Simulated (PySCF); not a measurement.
B(F)(GeH3)(H) (BFGeH4), SMILES [GeH3][BH]F.

Geometry optimised at PBE0-D3(BJ)/def2-TZVP.

Computed with TDA-M06-2X/def2-SVPD in PySCF 2.14.0.

Vertical excitations. The molecule is in vacuum.

**Question.** Estimate the UV-visible absorptions. (The exact figures need the calculation; the answer reports its results.)

**Answer.** 
```csv
state,energy (eV),λ (nm),f,main pairs
S1,4.66,266,0.008,HOMO→LUMO 95 %
S2,7.23,171,0.014,HOMO−1→LUMO 97 %
S3,7.27,171,0.015,HOMO→LUMO+1 81 %
S4,7.46,166,0.051,HOMO−2→LUMO 89 %
S5,7.90,157,0.052,"HOMO→LUMO+2 45 %, HOMO→LUMO+3 37 %, HOMO→LUMO+1 14 %"
S6,8.34,149,0.002,HOMO→LUMO+4 92 %
S7,8.40,148,0.327,"HOMO→LUMO+3 45 %, HOMO→LUMO+2 40 %"
S8,8.80,141,0.040,"HOMO−3→LUMO 51 %, HOMO−2→LUMO+1 35 %"
S9,8.82,141,0.121,HOMO−1→LUMO+1 80 %
S10,9.01,138,0.234,"HOMO−2→LUMO+1 40 %, HOMO−3→LUMO 31 %, HOMO−1→LUMO+4 11 %, HOMO−2→LUMO+3 8 %"
T1,4.02,308,0,HOMO→LUMO 97 %
T2,6.67,186,0,HOMO−2→LUMO 86 %
T3,6.87,180,0,HOMO−1→LUMO 85 %
T4,6.98,178,0,"HOMO→LUMO+1 54 %, HOMO→LUMO+2 15 %, HOMO→LUMO+3 14 %"
```
Triplets are in the Tamm–Dancoff approximation.
